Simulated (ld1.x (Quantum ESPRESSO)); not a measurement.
**Sn (Z = 50): one change to a TM potential, before and after**

```
Element                 : tin
Generator               : ld1.x (Quantum ESPRESSO) 7.5
Type                    : norm-conserving Troullier–Martins (Kleinman–Bylander form)
Functional              : PBE
Relativity              : fully relativistic
Frozen core             : [Kr] 4d10
Valence charge          : 4
Reference configuration : 5s1 5p3
Partial waves           : 5s (bound): rc 1.80 bohr; 5p (bound): rc 2.75 bohr
Local potential         : all-electron potential smoothed inside 2.35 bohr (lloc = -1)
Core correction         : none
```

Open shells are filled in proportion to 2j + 1 (rel_dist='average').

Change: local potential all-electron potential smoothed inside 1.65 bohr (lloc = -1).

Cutoffs: the cutoffs (Ry, on a coarse ladder) from which the occupation-weighted sum of valence levels, in a spherical-Bessel basis at the reference potential, stays within 10 and 1 mRy of its value at 400 Ry; they do not see the model core or the augmentation charge, which bear on the density cutoff. Errors are all-electron minus pseudo energies relative to the spin-unpolarised reference configuration.

Predict the effect on cutoff, ghosts and configuration errors.

The potential gets harder (12 Ry and 30 Ry → 18 Ry and 30 Ry); a bound ghost appears in d, s, which as a rule spoils a file; of the 7 tests that both files solve, the error grows in 0 and shrinks in 2 by more than 15 % and 0.3 meV (median size 17.6 → 17.5 meV); the range in which the s phases agree widens (upper end 1.1 → 2.2). In the separable form a ghost depends on how the local part lies against the semilocal potential of the channel, so the choice of the local part can create or remove one.

| quantity | base | changed |
| --- | --- | --- |
| cutoff, loose | 12 Ry | 18 Ry |
| cutoff, tight | 30 Ry | 30 Ry |
| loose cutoff by channel (10 mRy a level) | s 10 Ry, p 6 Ry | s 18 Ry, p 6 Ry |
| bound ghosts | none | s, d |
| error for 5s2 5p2, meV [ΔE -6.96 eV] | +15 | +15 |
| error for 5s2 5p1, meV [ΔE -0.07 eV] | +20 | +20 |
| error for 5s2 5p0, meV [ΔE 13.90 eV] | +41 | +34 |
| error for 5s2 5p1.5, meV [ΔE -4.34 eV] | +18 | +17 |
| error for 5s0 5p4, meV [ΔE 7.19 eV] | +18 | +19 |
| error for 5s2 5p2.3, meV [ΔE -7.81 eV] | +14 | +14 |
| error for 5s1 5p2, meV [ΔE 7.56 eV] | -2.1 | 0.0 |
| s: phases at 2.99 bohr within 0.05 rad from the reference energy up to (Ry; the scan ends near 5) | 1.1 | 2.2 |
| p1/2: phases at 2.99 bohr within 0.05 rad from the reference energy up to (Ry; the scan ends near 5) | 1.8 | 1.0 |
| p3/2: phases at 2.99 bohr within 0.05 rad from the reference energy up to (Ry; the scan ends near 5) | 1.8 | 0.9 |

 A true bound ghost makes a file unfit for plane-wave use even where its test errors are small: the radial tests pick states by their node count and pass the ghost by.
